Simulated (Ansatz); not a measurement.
**Relaxing a trial structure of B3FH5N3S**

The starting geometry of this gas-phase singlet was optimised with GFN2-xTB; its bonds are those of `FB1NBNB(S)N1`.

```tsv
atom	x (Å)	y (Å)	z (Å)
B	1.0366	-2.5953	-1.3516
B	2.3232	-0.4795	-1.4059
B	0.1968	-0.6405	-0.1051
F	0.8912	-3.8751	-1.7266
N	2.1462	-1.8358	-1.7837
N	1.3267	0.0805	-0.5666
N	0.0653	-1.9949	-0.5122
S	-1.0215	0.1723	0.9709
H	2.8260	-2.2825	-2.3790
H	3.2436	0.1445	-1.7661
H	1.4255	1.0435	-0.2816
H	-1.8413	-0.8617	1.1171
H	-0.7178	-2.5576	-0.2146
```

**Question.** Predict what it relaxes into with PBE-D3(BJ)/def2-SVP.

**Answer.** It keeps its bonds, and is `FB1NBNB(S)N1`.

The energy falls by 0.11 eV over 6 steps:

```csv
step,E − E(last) (eV)
1,0.107
2,0.013
3,0.000
4,0.000
5,0.000
6,0.000
```

Final geometry (Å):

```xyz
13

B     1.0382   -2.6246   -1.3630
B     2.3270   -0.4787   -1.4076
B     0.1764   -0.6420   -0.0925
F     0.8976   -3.9153   -1.7417
N     2.1605   -1.8489   -1.7986
N     1.3236    0.0948   -0.5583
N     0.0584   -2.0120   -0.5145
S    -1.0380    0.2112    0.9936
H     2.8565   -2.2873   -2.4025
H     3.2817    0.1753   -1.7803
H     1.4357    1.0691   -0.2763
H    -1.8830   -0.8428    1.1512
H    -0.7340   -2.5810   -0.2147
```

No frequencies were run, so the end isn't proven a minimum. Run with Ansatz 0.2.0, 28 s on 2 threads of Intel(R) Xeon(R) Processor @ 2.50GHz (Skylake/Cascade Lake), with other jobs on the host.
